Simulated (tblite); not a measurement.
Compound: C₃H₁₃BrSi₃.
Atom-mapped SMILES: `[SiH3:1][CH2:2][SiH2:3][CH2:4][C@H:5]([SiH3:6])[Br:7]` (hydrogens: H8, H9, H10 on Si1; H11, H12 on C2; H13, H14 on Si3; H15, H16 on C4; H17 on C5; H18, H19, H20 on Si6)

Computed with GFN2-xTB (tblite), gas phase: L-BFGS steps from a force-field or distance-geometry start until the largest atomic force falls under 0.01 eV/Å.

Step 77: E = -607.0574 eV
```
atom  x, y, z in Å  |  force x, y, z in eV/Å
Si1     3.0541   -1.0482   -0.3946   -0.001  -0.004  -0.015
C2      2.3473    0.6912   -0.7112    0.020  -0.014  -0.038
Si3     0.8051    1.1788    0.2803    0.011   0.008  -0.010
C4     -0.6545    0.1025   -0.3222   -0.017   0.008  -0.007
C5     -1.9184    0.2649    0.4979   -0.005   0.003   0.023
Si6    -3.3966   -0.8145   -0.0603   -0.018  -0.026  -0.013
Br7    -2.5623    2.1291    0.3977    0.006  -0.019   0.005
H8      3.5047   -1.6474   -1.6576   -0.005   0.033   0.045
H9      2.0340   -1.9279    0.1896    0.018  -0.009  -0.015
H10     4.1848   -0.9607    0.5334   -0.034  -0.001  -0.012
H11     3.1255    1.4262   -0.5080   -0.031  -0.015   0.010
H12     2.1153    0.7965   -1.7710    0.011  -0.019  -0.014
H13     0.5028    2.5985    0.0809    0.017   0.011  -0.019
H14     1.0078    0.9191    1.7111   -0.023  -0.012   0.048
H15    -0.3744   -0.9545   -0.2838   -0.012   0.025   0.005
H16    -0.8762    0.3233   -1.3692    0.006  -0.005  -0.006
H17    -1.6977    0.1218    1.5560    0.010   0.022   0.027
H18    -3.0228   -2.2161    0.1495    0.003   0.031  -0.016
H19    -4.5596   -0.4451    0.7439    0.039  -0.016  -0.009
H20    -3.6241   -0.5269   -1.4753    0.005  -0.003   0.010
```

Step 78: E = -607.0580 eV
```
atom  x, y, z in Å  |  force x, y, z in eV/Å
Si1     3.0501   -1.0496   -0.3933   -0.015  -0.008   0.005
C2      2.3443    0.6895   -0.7129    0.005  -0.012  -0.034
Si3     0.8047    1.1805    0.2823    0.054   0.005   0.011
C4     -0.6527    0.1046   -0.3218   -0.022   0.010   0.000
C5     -1.9172    0.2660    0.4969   -0.024  -0.001   0.028
Si6    -3.3936   -0.8169   -0.0615   -0.007  -0.007  -0.012
Br7    -2.5628    2.1299    0.3947    0.005  -0.024   0.004
H8      3.5081   -1.6462   -1.6542   -0.004   0.026   0.039
H9      2.0259   -1.9311    0.1854    0.041   0.008  -0.028
H10     4.1764   -0.9613    0.5407   -0.040  -0.003  -0.014
H11     3.1240    1.4251   -0.5171   -0.034  -0.018   0.011
H12     2.1056    0.7903   -1.7718    0.018  -0.019  -0.013
H13     0.5053    2.6001    0.0843    0.011   0.027  -0.022
H14     1.0101    0.9220    1.7141   -0.028  -0.012   0.028
H15    -0.3703   -0.9514   -0.2832   -0.018   0.013   0.004
H16    -0.8736    0.3258   -1.3685    0.004  -0.006  -0.014
H17    -1.6990    0.1246    1.5559    0.017   0.019   0.022
H18    -3.0118   -2.2175    0.1409   -0.003   0.033  -0.017
H19    -4.5529   -0.4520    0.7504    0.038  -0.023  -0.014
H20    -3.6258   -0.5216   -1.4744    0.003  -0.009   0.016
```

Step 79: E = -607.0589 eV
```
atom  x, y, z in Å  |  force x, y, z in eV/Å
Si1     3.0440   -1.0521   -0.3908   -0.027  -0.015   0.033
C2      2.3424    0.6874   -0.7150   -0.021  -0.008  -0.020
Si3     0.8044    1.1841    0.2814    0.089   0.000   0.037
C4     -0.6514    0.1087   -0.3243   -0.026   0.013   0.012
C5     -1.9149    0.2657    0.4963   -0.038  -0.006   0.033
Si6    -3.3900   -0.8211   -0.0608    0.016   0.025  -0.007
Br7    -2.5632    2.1288    0.3973    0.002  -0.024   0.001
H8      3.5178   -1.6418   -1.6478    0.001   0.012   0.022
H9      2.0119   -1.9367    0.1736    0.065   0.027  -0.040
H10     4.1599   -0.9652    0.5563   -0.048  -0.005  -0.016
H11     3.1235    1.4224   -0.5241   -0.030  -0.018   0.008
H12     2.0992    0.7840   -1.7733    0.026  -0.016  -0.015
H13     0.5087    2.6034    0.0820    0.005   0.040  -0.025
H14     1.0089    0.9285    1.7156   -0.032  -0.010  -0.003
H15    -0.3651   -0.9459   -0.2886   -0.025  -0.004   0.003
H16    -0.8736    0.3323   -1.3700    0.001  -0.005  -0.019
H17    -1.6966    0.1247    1.5555    0.025   0.013   0.011
H18    -3.0001   -2.2201    0.1344   -0.008   0.026  -0.017
H19    -4.5432   -0.4585    0.7603    0.027  -0.030  -0.016
H20    -3.6277   -0.5178   -1.4710   -0.001  -0.015   0.015
```

Step 80: E = -607.0603 eV
```
atom  x, y, z in Å  |  force x, y, z in eV/Å
Si1     3.0351   -1.0558   -0.3869   -0.031  -0.022   0.057
C2      2.3408    0.6843   -0.7175   -0.050  -0.001   0.003
Si3     0.8045    1.1902    0.2778    0.098  -0.003   0.060
C4     -0.6505    0.1158   -0.3301   -0.024   0.013   0.026
C5     -1.9114    0.2641    0.4961   -0.039  -0.008   0.032
Si6    -3.3852   -0.8274   -0.0579    0.046   0.063   0.001
Br7    -2.5643    2.1253    0.4063   -0.005  -0.014  -0.003
H8      3.5353   -1.6335   -1.6374    0.008  -0.007  -0.001
H9      1.9925   -1.9464    0.1514    0.080   0.041  -0.047
H10     4.1329   -0.9733    0.5815   -0.052  -0.005  -0.013
H11     3.1239    1.4173   -0.5292   -0.020  -0.013   0.000
H12     2.0953    0.7764   -1.7755    0.032  -0.011  -0.019
H13     0.5136    2.6095    0.0731    0.002   0.047  -0.026
H14     1.0026    0.9405    1.7158   -0.031  -0.009  -0.038
H15    -0.3588   -0.9370   -0.3005   -0.031  -0.024   0.002
H16    -0.8763    0.3434   -1.3741   -0.003  -0.002  -0.016
H17    -1.6897    0.1221    1.5547    0.033   0.003   0.002
H18    -2.9862   -2.2241    0.1293   -0.013   0.014  -0.016
H19    -4.5296   -0.4658    0.7747    0.008  -0.040  -0.015
H20    -3.6297   -0.5149   -1.4646   -0.009  -0.021   0.009
```

**Question.** Estimate the geometry and energy of step 81. (The exact step hangs on the optimiser's Hessian estimate; all steps are aligned on step 80, rigid shifts and turns removed.)

**Answer.** E = -607.0620 eV, largest force 0.115 eV/Å
```
atom  x, y, z in Å  |  force x, y, z in eV/Å
Si1     3.0226   -1.0609   -0.3808   -0.015  -0.037   0.067
C2      2.3408    0.6812   -0.7201   -0.067   0.004   0.028
Si3     0.8053    1.2000    0.2695    0.062   0.000   0.065
C4     -0.6501    0.1264   -0.3415   -0.016   0.006   0.038
C5     -1.9054    0.2600    0.4962   -0.016  -0.001   0.028
Si6    -3.3788   -0.8355   -0.0509    0.071   0.090   0.007
Br7    -2.5661    2.1179    0.4258   -0.012   0.005  -0.007
H8      3.5638   -1.6213   -1.6213    0.013  -0.020  -0.009
H9      1.9644   -1.9591    0.1140    0.088   0.050  -0.047
H10     4.0903   -0.9883    0.6223   -0.065  -0.004  -0.019
H11     3.1271    1.4097   -0.5305   -0.006  -0.005  -0.011
H12     2.0977    0.7698   -1.7787    0.036  -0.004  -0.022
H13     0.5191    2.6192    0.0544    0.004   0.042  -0.025
H14     0.9903    0.9597    1.7121   -0.023  -0.009  -0.063
H15    -0.3514   -0.9244   -0.3233   -0.036  -0.037   0.003
H16    -0.8833    0.3611   -1.3827   -0.007   0.005   0.004
H17    -1.6741    0.1136    1.5524    0.037  -0.009  -0.007
H18    -2.9723   -2.2302    0.1288   -0.016   0.001  -0.016
H19    -4.5124   -0.4731    0.7948   -0.013  -0.050  -0.011
H20    -3.6326   -0.5152   -1.4535   -0.018  -0.026  -0.004
```

The energy changes by -0.0018 eV. The first-order estimate −F·Δx gives -0.0023 eV and the mean of the old and new forces, exact on a quadratic surface, -0.0018 eV. The step makes an angle of 85° with the force vector and moves no atom by more than 0.061 Å.

The cost below is that of the whole relaxation. On an Arm Neoverse N1 with one thread, shared host with 64 logical CPUs at a one-minute load of 55, this took 3.0 s of wall time.
